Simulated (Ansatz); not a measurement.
Geometry optimisation, RKS PBE0-D4/def2-SVP (Ansatz).

input.yaml

```yaml
crystal:
  periodic: [false, false, false]
  atoms:
    - { symbol: O, position_ang: [-0.0748, 1.4075, 0.4289] }
    - { symbol: Al, position_ang: [-0.1404, -0.3551, 0.0868] }
    - { symbol: Cl, position_ang: [1.1093, -1.7014, 1.2685] }
    - { symbol: Br, position_ang: [-1.4378, -1.2227, -1.6379] }
    - { symbol: H, position_ang: [0.5937, 1.7981, -0.1878] }
basis:
  gaussian: { orbitals: def2-SVP }
hamiltonian:
  xc: pbe0
  dispersion: d4
relax:
  f_tol: 0.015
  max_steps: 40
```

Command:

```bash
$ ansatz run input.yaml --threads 1 --pin off --max-ram 2048MiB --backend cpu --events-out ev --progress --plain --runs-dir out
```

**Question.** Where does it end, and by what steps?

**Answer.** The forces met the threshold. After 9 steps the energy has fallen by 0.460 eV; H5 moved furthest, 0.55 Å.

```
step  energy less start (eV)  largest force component (eV/Å)  accepted
   0                  0.0000                           1.773       yes
   1                 -0.2418                           1.148       yes
   2                 -0.2980                           0.603       yes
   3                 -0.3342                           0.968       yes
   4                 -0.3106                           2.290        no
   5                 -0.3905                           0.354       yes
   6                 -0.4266                           0.290       yes
   7                 -0.4589                           0.063       yes
   8                 -0.4544                           0.167        no
   9                 -0.4604                           0.004       yes
```

```xyz
5
Properties=species:S:1:pos:R:3
O 0.393 1.229 0.306
Al 0.027 -0.398 0.069
Cl 0.898 -1.781 1.357
Br -1.340 -1.093 -1.561
H 0.072 1.969 -0.212
```

The run took 19 s on 1 thread of AMD EPYC 9R45 96-Core Processor (Zen 5), with other jobs on the host, peak memory 0.2 GiB.
